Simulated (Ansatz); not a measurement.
Relaxation of C₂H₄FSi (8 atoms, charge 1, multiplicity 1), to a largest force component of 0.02 eV/Å in at most 50 steps.

All numbers below come from Ansatz 0.2.0, RKS LDA/6-31G*.

```xyz
8
Properties=species:S:1:pos:R:3
C -0.249 1.330 -0.226
C -0.489 -0.042 -0.077
Si 0.232 -1.563 0.563
F 0.733 -2.347 -0.717
H 0.515 1.832 0.373
H -1.170 1.919 -0.339
H -1.269 0.105 -0.823
H 0.349 -2.412 1.716
```

Q: Where does it end, and by what steps?

A: It converged. Limits of this set-up: the dipole of an ion depends on the origin. After 13 steps the energy has fallen by 1.936 eV; H8 moved furthest, 1.30 Å.

| step | energy less start (eV) | largest force component (eV/Å) | accepted |
| --- | --- | --- | --- |
| 0 | 0.0000 | 3.653 | yes |
| 1 | -1.0035 | 2.609 | yes |
| 2 | -1.3580 | 1.790 | yes |
| 3 | -1.6273 | 0.645 | yes |
| 4 | -1.7276 | 0.482 | yes |
| 5 | -1.8188 | 0.186 | yes |
| 6 | -1.8833 | 0.186 | yes |
| 7 | -1.9174 | 0.212 | yes |
| 8 | -1.9326 | 0.150 | yes |
| 9 | -1.9327 | 0.157 | yes |
| 10 | -1.9340 | 0.268 | yes |
| 11 | -1.9347 | 0.194 | yes |
| 12 | -1.9354 | 0.057 | yes |
| 13 | -1.9356 | 0.003 | yes |

```xyz
8
Properties=species:S:1:pos:R:3
C -0.372 1.156 0.145
C -0.566 -0.012 -0.513
Si 0.215 -1.413 0.259
F 0.108 -2.855 -0.339
H 0.216 1.242 1.074
H -0.805 2.097 -0.229
H -1.155 -0.080 -1.439
H 1.011 -1.312 1.513
```

Whether the end is a true minimum wasn't checked by a vibrational analysis.

Time of the run: 22 s on 1 thread of Arm Neoverse V1, on a shared host, peak memory 0.13 GiB.
